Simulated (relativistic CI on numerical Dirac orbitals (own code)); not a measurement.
## d6 in a ligand field

Computed with a parametric ligand-field model of a d^n configuration (Racah B and C, spin-orbit zeta, crystal field), exact diagonalisation.

Field parameters in Wybourne normalisation: Oh B⁴₀ = 21Dq, B⁴₄ = √(5/14) B⁴₀. The field is a parameter set, without covalency, and values of 10Dq over about 45,000 cm⁻¹ lie beyond real compounds.

B = 1130 cm⁻¹, C = 4620 cm⁻¹ (C/B = 4.09), Oh, no spin-orbit coupling. Tanabe-Sugano data, E/B above the lowest term (Δ = |10Dq|; b, c mark the second and third term of a kind):

```csv
Δ/B,5T2,5E,3T1,3T2,3T1(b),1A1,1T1
1.0,0.00,1.00,20.10,20.41,21.04,29.66,30.10
5.0,0.00,5.00,17.38,19.56,21.38,23.16,26.81
9.0,0.00,9.00,13.89,17.54,21.39,15.86,23.13
13.0,0.00,13.00,10.23,14.84,21.41,8.34,19.35
17.0,0.00,17.00,6.48,11.74,21.42,0.70,15.51
21.0,7.02,28.02,9.70,15.42,28.46,0.00,18.66
25.0,14.79,39.79,13.63,19.70,36.23,0.00,22.53
29.0,22.60,51.60,17.57,23.90,44.05,0.00,26.41
33.0,30.43,63.43,21.52,28.05,51.89,0.00,30.32
37.0,38.29,75.29,25.47,32.17,59.75,0.00,34.23
41.0,46.17,87.17,29.43,36.27,67.63,0.00,38.16
45.0,54.06,99.06,33.40,40.34,75.53,0.00,42.09
```

The ground term changes from 5T2 to 1A1 between Δ/B = 17.0 and 21.0.
